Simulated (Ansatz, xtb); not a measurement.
## Relative energy of two isomers of H7Si2Sn

Structure X is `[SiH3][SiH2][SnH2]`, a doublet and structure Y is `[SiH2][SnH2][SiH3]`, a doublet. Both are isolated molecules in the gas phase, relaxed with r2SCAN-D4/def2-SVP; the shapes shown needn't be the lowest conformers.

X (Å):

| atom | x (Å) | y (Å) | z (Å) |
| --- | --- | --- | --- |
| Si | -1.6738 | 0.2240 | -2.4564 |
| Si | 0.3033 | -0.1401 | -1.2422 |
| Sn | -0.1404 | 0.0656 | 1.2917 |
| H | -2.6983 | -0.7847 | -2.0480 |
| H | -1.4474 | 0.1116 | -3.9318 |
| H | -2.1969 | 1.5907 | -2.1521 |
| H | 0.8395 | -1.5068 | -1.5333 |
| H | 1.3401 | 0.8642 | -1.6379 |
| H | -0.7545 | 1.6317 | 1.6856 |
| H | -1.3265 | -1.0807 | 1.8059 |

Y (Å):

```yaml
atoms:
  - { symbol: Si, position_ang: [0.8479, -0.3272, -2.7288] }
  - { symbol: Si, position_ang: [-1.5858, 0.5859, 0.6141] }
  - { symbol: Sn, position_ang: [-1.4826, -0.5534, -1.6976] }
  - { symbol: H, position_ang: [1.2394, 1.0895, -3.0175] }
  - { symbol: H, position_ang: [1.9279, -0.9758, -1.9185] }
  - { symbol: H, position_ang: [-2.6323, 0.1571, -2.7547] }
  - { symbol: H, position_ang: [-1.8704, -2.2182, -1.5467] }
  - { symbol: H, position_ang: [-1.2450, 2.0339, 0.4728] }
  - { symbol: H, position_ang: [-0.5929, -0.0548, 1.5287] }
  - { symbol: H, position_ang: [-2.9475, 0.4676, 1.2212] }
```

Problem. Estimate which is lower in electronic energy at CCSD(T)/def2-SVP + ΔMP2/def2-TZVPP, and by roughly how much.

Solution. The CCSD(T)/def2-SVP + ΔMP2/def2-TZVPP calculation puts structure X lower, by 0.382 eV.

How the difference moves with the method:

| level | geometry | E(Y) − E(X) (eV) | departure from the last row (eV) | job, with rough time for the two |
| --- | --- | --- | --- | --- |
| r2SCAN-D4/def2-SVP | r2SCAN-D4/def2-SVP | +0.399 | +0.017 | optimisation, 3.7 min |
| HF/def2-SVP | r2SCAN-D4/def2-SVP | +0.370 | −0.012 | part of the CCSD(T) run |
| MP2/def2-SVP | r2SCAN-D4/def2-SVP | +0.407 | +0.025 | part of the CCSD(T) run |
| CCSD(T)/def2-SVP | r2SCAN-D4/def2-SVP | +0.411 | +0.029 | single point |
| CCSD(T)/def2-SVP + ΔMP2/def2-TZVPP | r2SCAN-D4/def2-SVP | +0.382 |  | single point, 64 s |

As drawn, Y has 1 Si–Sn in place of 1 Si–Si.

The levels shown agree on the order. The largest departure from CCSD(T)/def2-SVP + ΔMP2/def2-TZVPP is that of CCSD(T)/def2-SVP, 0.029 eV. Levels run at GFN2-xTB geometries aren't shown. The last row adds to CCSD(T) the change of the MP2 difference between the two basis sets, here −0.029 eV.

With harmonic frequencies from r2SCAN-D4/def2-SVP (ideal gas, rigid rotor, one conformer each, 298.15 K, 1 atm): on the last row, ΔE + ΔZPE = +0.365, ΔH = +0.373, ΔG = +0.359 eV.

Open shells are spin-unrestricted. The correlated steps freeze 14 core orbitals; the filled d shell of Sn is correlated, in a basis made for valence electrons. Atoms past krypton carry core potentials in the def2 sets and no spin–orbit term is included. Codes used: Ansatz 0.2.0; the last row on 2 threads of Arm Neoverse V2 on a shared host.
